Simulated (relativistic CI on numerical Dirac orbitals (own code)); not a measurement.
These numbers are calculated, not measured: Dirac-Coulomb-Breit CI, separate exchange-only KLI orbitals for each configuration, a model potential for QED, valence Slater integrals scaled by 0.85, P86 correlation estimate, and configurations built on the next ion tied to the tabulated ionisation energy (semi-empirical) (own radial code, finite nucleus).

Configurations in the expansion (outside the closed core 1s2): 2s2.2p2, 2s.2p3, 2s2.2p.3s, 2s2.2p.3p, 2s2.2p.3d, 2s2.2p.4s, 2p4, 2s2.2p.4p, 2s2.2p.4d, 2s2.2p.4f, 2s2.3s2, 2s2.3s.3p, 2s.2p2.3s, 2s2.3s.3d, 2s2.3p2, 2p3.3s, 2s2.3p.3d, 2s.2p2.3p. Levels of other configurations are missing.

Configurations that consist of the next ion and one excited electron were tied to the tabulated ionisation energy; Rydberg ones are usually within 1,000 to 3,000 cm⁻¹ and the lowest ones within about 6,000 (9,000 in d shells), while levels on excited terms of the next ion carry the error of that term, and the other configurations can be misplaced by 10,000 cm⁻¹ or more. Rates follow the energies as ν³ (E1, M1) or ν⁵ (E2), so rates, branching and lifetimes can be off by large factors. The fine structure of a lone outer electron comes out too small, for d and f at times inverted, and misplaced configurations move strength between like terms. 29 of the 39 excited levels that our extract of the measured tables holds in this range could be paired (the sources list more); they are missed by 1371 cm⁻¹ on average and 7774 at most, and levels without a partner can miss by more.

Outline of the computed level scheme of N II. Lowest level of each configuration: 2s2.2p2 3P_0 at 0.0000 eV; 2s.2p3 5S°_2 at 5.7296 eV; 2s2.2p.3s 3P°_0 at 17.4988 eV; 2s2.2p.3p 1P_1 at 20.5099 eV; 2s2.2p.3d 3F°_2 at 23.1135 eV; 2s2.2p.4s 3P°_0 at 24.4325 eV.

Some strong electric-dipole decays among the lowest 45 levels: 2s2.2p.3d 1F°_3 → 2s2.2p2 1D_2 (4.6e+09 s⁻¹); 2s2.2p.3d 3D°_3 → 2s2.2p2 3P_2 (4.6e+09 s⁻¹); 2s2.2p.3d 1P°_1 → 2s2.2p2 1S_0 (3.6e+09 s⁻¹); 2s2.2p.3d 3D°_2 → 2s2.2p2 3P_1 (3.5e+09 s⁻¹); 2s2.2p.3d 1D°_2 → 2s2.2p2 1D_2 (3.2e+09 s⁻¹); 2s2.2p.3s 1P°_1 → 2s2.2p2 1D_2 (2.9e+09 s⁻¹); 2s2.2p.3d 3P°_0 → 2s2.2p2 3P_1 (2.7e+09 s⁻¹); 2s2.2p.3d 3D°_1 → 2s2.2p2 3P_0 (2.7e+09 s⁻¹).

Rates of lines that live on the mixing of spin multiplicities can be off by large factors.
